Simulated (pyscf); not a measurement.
## HO–GeH₂–AsH₂ (SMILES [OH][GeH2][AsH2]), singlet

Gas-phase minimum from PySCF at ωB97X-D3(BJ)/def2-SVP, one conformer. 

```xyz
8

O      0.4575     0.9255     0.8346
Ge    -0.0611    -0.6933     0.2822
As    -1.1312    -1.6349     2.2003
H      0.9096     1.4321     0.1504
H      1.1691    -1.5402    -0.1055
H     -0.9847    -0.5467    -0.9444
H     -1.5706    -2.8555     1.4044
H     -2.4312    -0.8997     1.9228
```

Bonds (Å): O1–Ge2 1.787, O1–H4 0.964, Ge2–As3 2.390, Ge2–H5 1.543, Ge2–H6 1.542, As3–H7 1.522, As3–H8 1.519. Angles (°): Ge2–O1–H4 113.1, O1–Ge2–As3 103.8, O1–Ge2–H5 110.1, O1–Ge2–H6 109.5, As3–Ge2–H5 110.0, As3–Ge2–H6 114.1, H5–Ge2–H6 109.3, Ge2–As3–H7 91.5, Ge2–As3–H8 92.6, H7–As3–H8 92.6.

Properties at ωB97X-D3(BJ)/def2-SVP:

| Property | Result |
|---|---|
| Harmonic wavenumbers, unscaled | 93, 143, 164, 296, 431, 628, 648, 705, 717, 790, 897, 920, 1014, 2151, 2157, 2254, 2272, 3907 cm⁻¹ |
| Zero-point energy | 28.9 kcal/mol |
| Rotational symmetry number | 1 |
| Entropy of this conformer at 298 K and 1 atm, rigid rotor and harmonic oscillator, modes under 100 cm⁻¹ raised to 100 | 338.7 J/(mol K) |
| Dipole moment | 1.77 D |

Single-point totals, which compare only within one level (frozen core for MP2 and CC):

```tsv
level	total energy (hartree)
ωB97X-D3(BJ)/def2-TZVP	-4391.08619
PBE/def2-TZVP	-4390.42584
r²SCAN/def2-TZVP	-4391.11017
B3LYP-D3(BJ)/def2-TZVP	-4391.27077
PBE0-D3(BJ)/def2-TZVP	-4390.55387
M06-2X/def2-TZVP	-4391.14314
ωB97M-D3(BJ)/def2-TZVP	-4391.21467
HF/def2-TZVPP	-4387.40158
MP2/def2-TZVPP	-4388.18120
CCSD/def2-TZVPP	-4388.20105
CCSD(T)/def2-TZVPP	-4388.22972
```

Soft torsions are taken as harmonic, which can shift the entropy by several J/(mol K). The CCSD(T) − MP2 part came from Ansatz, without density fitting, on the same reference. The frozen core leaves the outer d or s,p core shells of the metals and heavy elements correlated in the MP2 and CC values, and def2-TZVPP describes them poorly, so these totals are far from the basis limit. Elements up to Kr have no core potential and no relativistic terms here.
